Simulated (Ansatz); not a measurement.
Calculated with Ansatz (gas phase, PBE0-D4/def2-TZVP geometries, no zero-point term in ΔE). CCSD(T)/CBS is the MP2 limit (def2-TZVPP, def2-QZVPP) plus CCSD(T) − MP2 in def2-TZVPP, frozen cores. This one scheme is used for every species. Functionals use def2-TZVPP. B3LYP here is the variant with VWN-RPA as its local correlation; programs differ in this. One conformer a species, not always the lowest.

Reaction (substitution at a C–Si bond): `CO[SiH](C)C#N` + CH₃SH → `CSC#N` + `CO[SiH2]C`

Question: Is it downhill or uphill in electronic energy at CCSD(T)/CBS, and by how much? (An estimate is asked.)

Answer: Ansatz gave: Uphill: ΔE = +19.9 kcal/mol.

Question: What do these levels give: BLYP-D4, r2SCAN-D4, r2SCAN0-D4, B2PLYP, BLYP, B3LYP, BHLYP, RPA@PBE/def2-TZVPP, HF/def2-TZVPP, SCS-MP2/def2-TZVPP, HF/def2-QZVPP, MP2/CBS(def2)? (An estimate is asked.)

Answer: The calculation gave: BLYP-D4 16.3, r2SCAN-D4 17.0, r2SCAN0-D4 18.1, B2PLYP 18.4, BLYP 16.3, B3LYP 17.6, BHLYP 19.4, RPA@PBE/def2-TZVPP 19.4, HF/def2-TZVPP 21.8, SCS-MP2/def2-TZVPP 19.4, HF/def2-QZVPP 21.9, MP2/CBS(def2) 19.3 kcal/mol.

Question: What do rigid-rotor, harmonic-oscillator terms from PBE0-D4/def2-TZVP frequencies (298.15 K, 1 bar) make of the CCSD(T)/CBS value? (An estimate is asked.)

Answer: The calculation gave: ΔZPE = 0.0 kcal/mol, ΔH = +19.5 kcal/mol, ΔS = -3 J/(mol·K), ΔG = +19.7 kcal/mol.

Largest T1 diagnostic among the species: 0.013.

In def2-TZVPP, CCSD(T) changes the Hartree–Fock value by −2.1 kcal/mol (the triples alone add −0.8 kcal/mol) and MP2 by −2.7 kcal/mol. From PBE to PBE0 (25 % exact exchange), in def2-TZVPP and without D4, ΔE moves by +1.8 kcal/mol.
